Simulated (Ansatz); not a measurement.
Molecule: C₂H₈ClSi₂, charge -1, multiplicity 1. It need not be the lowest isomer of its formula. Whether it binds its extra electron was not tested at this geometry. 
Geometry from a B3LYP-D3(BJ)/def2-TZVP (Ansatz, an electronic-structure program) optimisation:
```xyz
13

C     -2.1211     1.5582     0.2834
Si    -0.9285     0.5064     1.0378
C     -1.4196    -1.3264     1.1675
Si     1.3048     0.2514     0.0921
Cl     1.2476    -0.7567    -1.8077
H     -2.5110     1.2890    -0.6975
H     -2.0280     2.6344     0.4195
H     -0.5014     0.9718     2.4057
H     -1.5778    -1.7376     0.1670
H     -0.6456    -1.9251     1.6561
H     -2.3538    -1.4255     1.7262
H      1.9641     1.5512    -0.2573
H      2.4198    -0.4941     0.7876
```
Charge -1, spin multiplicity 1.

Basis-set convergence of Hartree-Fock and MP2 correlation energies (hartree) with Ansatz. Valence correlation only, unless marked. No spin-orbit coupling. No relativistic terms. This anion needs diffuse functions, which these sets lack.

| basis | functions | E(HF) | E(corr, MP2) |
|---|---|---|---|
| cc-pV(D+d)Z | 137 | -1117.78756 | -0.63850 |
| cc-pV(T+d)Z | 289 | -1117.85856 | -0.81033 |
| cc-pV(Q+d)Z | 542 | ___ | ___ |

Task: Complete the blanks.

Result: 
- cc-pV(Q+d)Z, E(HF): -1117.87662
- cc-pV(Q+d)Z, E(corr, MP2): -0.87319
